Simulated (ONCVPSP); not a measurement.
**An all-electron radial function and its pseudo partner (Ti (Z = 22))**

Columns: radius, all-electron u(r) and pseudo u(r) of the 3s shell (level -63.97 eV) of titanium in the configuration [Ne] 3s2 3p6 3d2 4s1 4p1; PBE, scalar-relativistic, ONCV scheme, ONCVPSP 4.0.1.

| r (bohr) | all-electron | pseudo |
| --- | --- | --- |
| 0.108 | -0.1318 | 0.1207 |
| 0.215 | -0.5796 | 0.2554 |
| 0.322 | -0.3469 | 0.4122 |
| 0.430 | 0.1374 | 0.5871 |
| 0.538 | 0.5840 | 0.7612 |
| 0.645 | 0.8922 | 0.9101 |
| 0.752 | 1.0589 | 1.0143 |
| 0.860 | 1.1119 | 1.0621 |
| 0.968 | 1.0846 | 1.0516 |
| 1.075 | 1.0092 | 0.9938 |
| 1.182 | 0.9089 | 0.9041 |
| 1.290 | 0.7984 | 0.7977 |
| 1.398 | 0.6889 | 0.6888 |
| 1.505 | 0.5873 | 0.5872 |
| 1.612 | 0.4954 | 0.4953 |
| 1.720 | 0.4137 | 0.4137 |
| 1.828 | 0.3432 | 0.3431 |
| 1.935 | 0.2836 | 0.2835 |
| 2.042 | 0.2333 | 0.2332 |
| 2.150 | 0.1908 | 0.1908 |
| 2.258 | 0.1556 | 0.1556 |
| 2.365 | 0.1268 | 0.1267 |
| 2.472 | 0.1031 | 0.1030 |
| 2.580 | 0.0835 | 0.0835 |
| 2.688 | 0.0675 | 0.0675 |
| 2.795 | 0.0546 | 0.0546 |

**Question.** How many radial nodes do the two functions have?

**Answer.** The all-electron 3s function has n − l − 1 = 2 (the table is too coarse to show those close to the nucleus); the pseudo-wave has 0, since the states of the same l below it are removed with the core.

**Question.** At about which radius was the pseudo-wave matched?

**Answer.** 1.40 bohr, where the columns begin to agree (steps of 0.11 bohr).

**Question.** Is the pseudo-wave norm-conserving?

**Answer.** Yes: the ONCV scheme keeps the norm inside the radius equal to the all-electron one, which fixes the energy derivative of the logarithmic derivative at the level.
